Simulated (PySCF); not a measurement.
S4, SMILES S(=S)(=S)=S.

Coordinates come from a ωB97X-D3(BJ)/def2-SVP optimisation.

Two levels are set side by side: TDDFT-PBE/def2-SVPD (PySCF) and TDDFT-PBE0/def2-SVPD (PySCF). Vertical, same geometry. The lowest singlet is HOMO→LUMO 100 % with PBE and HOMO→LUMO 100 % with the other functional; states are paired by order. Differences are taken from unrounded values.

```tsv
quantity	TDDFT-PBE0
lowest singlet excitation (eV)	1.61
lowest triplet excitation (TDA) (eV)	1.27
first bright state (f over 0.05) (eV)	3.58
its oscillator strength	0.08
```

Question: What does TDDFT-PBE give, and how far is it from TDDFT-PBE0? (Estimate from the structure and the level; the computed values follow.)

Answer: 
```json
[
 {"quantity": "lowest singlet excitation (eV)", "TDDFT-PBE": "1.51", "TDDFT-PBE minus TDDFT-PBE0": "-0.10"},
 {"quantity": "lowest triplet excitation (TDA) (eV)", "TDDFT-PBE": "1.19", "TDDFT-PBE minus TDDFT-PBE0": "-0.08"},
 {"quantity": "first bright state (f over 0.05) (eV)", "TDDFT-PBE": "3.49", "TDDFT-PBE minus TDDFT-PBE0": "-0.09"},
 {"quantity": "its oscillator strength", "TDDFT-PBE": "0.06", "TDDFT-PBE minus TDDFT-PBE0": "-0.02"}
]
```

Functionals without exact exchange tend to place singlet excitations lower, as here. Differences between two approximate levels are no errors against the true value.

Rough cost on one machine, each run with all the roots and properties that it gave: TDDFT-PBE0 against TDDFT-PBE about 4 times.
